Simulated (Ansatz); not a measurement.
```yaml
crystal:
  periodic: [true, true, true]
  atoms:
    - {symbol: C, position_ang: [2.759101, -2.802018, -1.716630]}
    - {symbol: C, position_ang: [1.677824, -1.951491, -0.450078]}
    - {symbol: O, position_ang: [1.523231, -2.347593, 0.981973]}
    - {symbol: O, position_ang: [0.869678, -0.642523, -1.168858]}
    - {symbol: C, position_ang: [-0.194639, 0.331156, -0.211599]}
    - {symbol: C, position_ang: [-1.803906, 0.548662, -0.804436]}
    - {symbol: C, position_ang: [-2.891577, 1.587529, 0.056116]}
    - {symbol: C, position_ang: [-2.368408, 2.394437, 1.497780]}
    - {symbol: C, position_ang: [-0.749145, 2.163080, 2.074256]}
    - {symbol: C, position_ang: [0.351023, 1.131889, 1.222024]}
    - {symbol: H, position_ang: [1.991458, -3.256650, -2.749228]}
    - {symbol: H, position_ang: [3.414616, -3.837811, -1.130901]}
    - {symbol: H, position_ang: [3.652366, -1.911389, -2.236894]}
    - {symbol: H, position_ang: [-2.184529, -0.092544, -1.934644]}
    - {symbol: H, position_ang: [-4.153265, 1.764117, -0.404458]}
    - {symbol: H, position_ang: [-3.219944, 3.204094, 2.171338]}
    - {symbol: H, position_ang: [-0.333625, 2.791148, 3.200389]}
    - {symbol: H, position_ang: [1.612743, 0.940280, 1.668600]}
basis:
  gaussian: {orbitals: def2-SVPD}
hamiltonian: {xc: {name: BLYP}, dispersion: d4}
accuracy: high
output: {forces: true}
```

```sh
$ ansatz run in.yaml --threads 2 --pin off --events-out ev --progress --plain --max-ram 22528MiB --backend cpu
```

Output, abridged:

```
Error: YAML parse error: error: line 2 column 3: crystal: missing field `lattice` (a structure is typed as `lattice` and `atoms`, a molecule's as `atoms` in Å alone, or read from a run's directory, `checkpoint`)
 --> <input>:2:3
1 | crystal:
2 |   periodic: [true, true, true]
3 |   atoms:
4 |     - {symbol: C, position_ang: [2.759101, -2.802018, -1.716630]}
```

Problem. Something in this input is off. What?

Solution. The molecule is marked periodic without a cell. The input was rejected before any iteration.
